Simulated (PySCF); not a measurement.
C2H6FMgN. Atoms are numbered in the order given.

```xyz
11

Mg     0.0000     0.0000    -1.0347
F      0.0000     0.0000    -2.7984
N      0.0000     0.0000     0.8620
C      0.0000     1.1962     1.6749
C      0.0000    -1.1962     1.6749
H     -0.8896     1.2590     2.3399
H      0.8896     1.2590     2.3399
H      0.0000     2.1111     1.0553
H      0.8896    -1.2590     2.3399
H     -0.8896    -1.2590     2.3399
H      0.0000    -2.1111     1.0553
```

The structure is a stationary point at B3LYP-D3(BJ)/def2-SVP. The values are those of a single conformer.

Method: PySCF with B3LYP-D3(BJ)/def2-SVP.

Frequencies are harmonic and unscaled.

```csv
mode,ν (cm⁻¹),IR (km/mol),Raman (Å⁴/amu),depolarisation,moving atoms (share of kinetic energy)
1,84,12.4,0.1,0.75,"C 31 %, F 31 %, H 17 %, Mg 14 %"
2,114,19.8,2.0,0.75,"Mg 36 %, F 26 %, H 22 %, N 9 %"
3,171,45.0,6.7,0.75,"H 44 %, Mg 28 %, N 24 %"
4,213,69.2,0.3,0.75,"Mg 53 %, C 19 %, N 13 %, H 8 %"
5,253,0.0,1.0,0.75,H 97 %
6,298,27.7,1.5,0.75,"H 59 %, N 34 %"
7,321,0.7,5.0,0.24,"C 40 %, H 27 %, F 20 %, Mg 12 %"
8,515,0.0,12.3,0.03,"C 30 %, H 24 %, N 23 %, F 23 %"
9,803,51.3,0.8,0.03,"Mg 54 %, F 35 %, C 9 %"
10,1006,96.2,7.3,0.59,"C 39 %, H 32 %, N 24 %"
11,1088,1.9,1.1,0.75,"H 72 %, C 25 %"
12,1108,0.0,0.8,0.75,"H 81 %, C 19 %"
13,1156,0.0,17.2,0.75,"H 69 %, C 20 %, N 11 %"
14,1215,95.9,0.8,0.75,"N 56 %, C 32 %, H 12 %"
15,1278,28.1,17.3,0.11,"H 41 %, N 34 %, C 24 %"
16,1435,9.9,26.7,0.75,"H 87 %, C 13 %"
17,1441,0.0,55.0,0.75,H 97 %
18,1444,1.9,2.5,0.75,H 96 %
19,1462,23.7,15.2,0.66,"H 83 %, C 17 %"
20,1484,16.1,1.5,0.75,H 96 %
21,1498,0.0,29.5,0.75,H 96 %
22,2917,88.8,38.7,0.75,H 97 %
23,2925,168.9,253.0,0.00,H 97 %
24,2951,138.0,343.3,0.75,"H 91 %, C 9 %"
25,2962,0.0,37.3,0.75,"H 90 %, C 10 %"
26,3046,49.6,50.3,0.75,"H 91 %, C 9 %"
27,3047,43.4,99.0,0.62,"H 91 %, C 9 %"
```
